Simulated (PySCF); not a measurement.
CHO2, SMILES O=C[O-], charge -1.

Geometry: PBE0-D3(BJ)/def2-TZVPD.

These are PySCF with PBE0-D3(BJ)/def2-TZVPD values and carry that method's errors.

Frequencies are harmonic and unscaled.

Computed vibrational spectrum:
| mode | ν (cm⁻¹) | IR (km/mol) | moving atoms (share of kinetic energy) |
|---|---|---|---|
| 1 | 753 | 20.8 | O 70 %, C 28 % |
| 2 | 1052 | 0.9 | H 50 %, C 42 % |
| 3 | 1368 | 130.5 | O 59 %, C 40 % |
| 4 | 1369 | 7.4 | H 92 % |
| 5 | 1698 | 871.1 | C 70 %, O 29 % |
| 6 | 2592 | 556.3 | H 94 % |
